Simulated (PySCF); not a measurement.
**Static response to an electric field**

Species: CdI2 (singlet state).
Structure used (PBE0-D3(BJ)/def2-SVP), in Å, numbered top down from 1:
```xyz
3
CdI2 angstrom
Cd    -0.0089   -0.0051   -0.0001
I     -0.0147   -0.0209    2.5909
I      0.0235    0.0260   -2.5908
```

Level: CAM-B3LYP/def2-SVPD (PySCF), static field, nuclei fixed, core orbitals frozen in the response. The polarisability tensor in these axes (au):

```
x    79.29   0.01  -0.60
y     0.01  79.29  -0.74
z    -0.60  -0.74 161.21
```

Problem. Give the principal values, the mean and the anisotropy Δα = √{½[(α1 − α2)² + (α2 − α3)² + (α1 − α3)²]}.

Solution. Principal values 79.28, 79.29 and 161.22 au; mean 106.60 au = 15.80 Å³ = 17.58 × 10⁻⁴⁰ C²·m²/J; Δα = 81.93 au (77 % of the mean).

Problem. What is the dipole moment?

Solution. 0.04 D; point group D∞h allows none, and the residue is numerical.

Problem. What depolarisation ratio follows for Rayleigh scattering of linearly polarised light, taking the static tensor?

Solution. ρ = 3Δα²/(45ᾱ² + 4Δα²) = 20138.6/(511317 + 26851.4) = 0.0374.

Problem. Estimate the molar refractivity from the static electronic polarisability.

Solution. Lorentz–Lorenz: R = (4π/3)N_A α = 2.5225 cm³/(mol·Å³) × 15.80 Å³ = 39.8 cm³/mol, in the limit of long wavelengths.

Problem. Sum over states: ᾱ = Σ f/ω², ω in Eh. What share falls to these 10 lowest TDDFT singlets (eV, f)? 4.26, 0.0000; 4.26, 0.0000; 4.61, 0.0265; 4.61, 0.0265; 5.63, 0.1095; 5.79, 0.0000; 5.81, 0.0000; 5.81, 0.0000; 6.08, 0.0000; 6.15, 0.0000.

Solution. They add up to 4.41 au, 4.1 % of the 106.60 au; the largest single term is 2.55 au, from the state at 5.63 eV. Terms in order: 0.00, 0.00, 0.92, 0.93, 2.55, 0.00, 0.00, 0.00, 0.00, 0.00 au. Higher excitations give the rest. The strengths listed sum to 0.163.

Problem. Refractivity n − 1 of an ideal gas of it at 298.15 K and 1 atm, from the electronic α?

Solution. N = p/kT = 2.4615 × 10¹⁹ cm⁻³, so n − 1 = 2π × N × 15.80 × 10⁻²⁴ cm³ = 2443 × 10⁻⁶ at long wavelengths, for an ideal gas.

Geometry: PBE0-D3(BJ)/def2-SVP; no solvent, vibrations or thermal averaging. Atoms past krypton carry effective core potentials; spin–orbit coupling is left out.
